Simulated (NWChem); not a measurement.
# C$_{2}$H$_{4}$BFO$_{2}$; SMILES OB(O)/C=C\F

```xyz
10

O     -0.3391     2.2779    -0.0037
B      0.0562     0.9621     0.0007
O      1.4058     0.7394     0.0027
C     -1.0006    -0.2141     0.0033
C     -0.6998    -1.5224     0.0014
F      0.5840    -1.9666    -0.0022
H     -1.3059     2.3671    -0.0051
H      1.5952    -0.2161     0.0046
H     -2.0857    -0.0103     0.0066
H     -1.4041    -2.3718     0.0027
```
Atoms are numbered in this order, from 1.

Level: PBE-D3(BJ)/def2-SVP (NWChem), optimised geometry, unscaled harmonic frequencies. 

| frequency (cm⁻¹) | IR intensity (km/mol) |
|---|---|
| 67 | 1.1 |
| 185 | 3.0 |
| 296 | 0.0 |
| 328 | 9.3 |
| 440 | 0.9 |
| 470 | 36.1 |
| 584 | 79.5 |
| 654 | 81.3 |
| 669 | 3.5 |
| 768 | 49.4 |
| 795 | 1.0 |
| 917 | 0.3 |
| 973 | 255.8 |
| 986 | 20.4 |
| 1046 | 91.1 |
| 1193 | 59.7 |
| 1275 | 198.8 |
| 1371 | 164.2 |
| 1437 | 164.8 |
| 1658 | 181.7 |
| 3090 | 2.0 |
| 3122 | 10.4 |
| 3738 | 88.8 |
| 3787 | 60.1 |

- zero-point energy: 42.7 kcal/mol
- thermal correction to the enthalpy at 298.15 K (with zero-point energy): 47.2 kcal/mol
- heat capacity Cv: 22.3 cal/(mol K)
- entropy at 298.15 K and 1 atm (symmetry number 1): 79.0 cal/(mol K)
- dipole moment: 3.51 D

Rigid rotor and harmonic oscillator; modes under 100 cm⁻¹ make the entropy uncertain.
